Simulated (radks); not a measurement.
Values are calculated unless marked as measured or tabulated.
Problem. These are the eigenvalues of the occupied orbitals of an atom or ion with whole-number occupations (hartree). Level of theory: Dirac Kohn-Sham, PBE, spin-unpolarised, spherical densities, finite nucleus; Fermi nuclear charge, rms radius of each element as measured or else 0.836 A^(1/3) + 0.57 fm (a radial shooting solver on a logarithmic mesh with Libxc functionals).

| orbital | eigenvalue |
|---|---|
| 1s1/2 | -1593.760 |
| 2s1/2 | -258.0059 |
| 2p1/2 | -244.1215 |
| 2p3/2 | -225.0094 |
| 3s1/2 | -56.28538 |
| 3p1/2 | -50.35387 |
| 3p3/2 | -46.53849 |
| 3d3/2 | -36.20679 |
| 3d5/2 | -35.38204 |
| 4s1/2 | -11.51589 |
| 4p1/2 | -9.27738 |
| 4p3/2 | -8.45086 |
| 4d3/2 | -4.77227 |
| 4d5/2 | -4.62633 |
| 5s1/2 | -1.89809 |
| 5p1/2 | -1.30117 |
| 5p3/2 | -1.18916 |
| 4f5/2 | -0.47844 |
| 7f5/2 | -0.04873 |

Which element is it, and in what charge state? The configuration may be excited. Open shells, if any, fill j = l - 1/2 first.

Solution. Z = 60, neodymium, charge +1: Nd+ in [Xe] 4f4 7f1. The list shows which subshells hold electrons but not how many an open one holds; the 1s level, -1593.8 hartree, gives Z - s = 56.5 by -(Z - s)^2/2, which with screening and relativity narrows Z to a few neighbours, and the depths of the outer levels then fix element, charge and occupations together.
